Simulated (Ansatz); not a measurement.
Molecule: chloro(trimethoxy)silane, C₃H₉ClO₃Si, charge 0, multiplicity 1. 
Structure (B3LYP-D3(BJ)/def2-TZVP (Ansatz, an electronic-structure program) minimum search):
SMILES: CO[Si](Cl)(OC)OC
```xyz
17

C      0.9206     2.5731    -0.0901
O     -0.1230     1.6739     0.2662
Si    -0.0486     0.0603     0.2031
Cl     0.4152    -0.5157    -1.7365
O      1.1038    -0.4807     1.1994
C      1.5014    -1.8375     1.3586
O     -1.4773    -0.5767     0.6107
C     -2.7062    -0.3825    -0.0796
H      1.2207     2.4268    -1.1302
H      1.7885     2.4337     0.5577
H      0.5410     3.5862     0.0331
H      2.3202    -1.8606     2.0760
H      0.6741    -2.4404     1.7387
H      1.8447    -2.2553     0.4094
H     -2.6261    -0.7171    -1.1164
H     -2.9967     0.6700    -0.0627
H     -3.4679    -0.9722     0.4282
```

Property: atomisation energy (electronic, to ground-state atoms), in kcal/mol. Valence correlation only, unless marked. UHF or UKS for open shells. No spin-orbit coupling. Non-relativistic. The coupled-cluster limit lacks core correlation, which all-electron functionals hold. CBS(X,Y): correlation extrapolated as X^-3; Hartree-Fock from the larger set. [CCSD(T)-MP2]/basis is that difference in the basis named.

| level | program | atomisation energy (kcal/mol) |
|---|---|---|
| HF/6-31G* | Ansatz | 1158.4 |
| B3LYP-D4/def2-TZVPD | Ansatz + dftd4 | 1611.1 |
| PBE0/def2-SVP | Ansatz | 1603.2 |
| PBE0-D4/def2-TZVPD | Ansatz + dftd4 | 1612.4 |

**Question.** Predict the RI-MP2/CBS(aug-cc-pV(T+d)Z,aug-cc-pV(Q+d)Z)+[CCSD(T)-MP2]/aug-cc-pV(T+d)Z result (Ansatz).

**Answer.** 1622.0 kcal/mol, so PBE0-D4/def2-TZVPD differs from it by -9.6 kcal/mol.
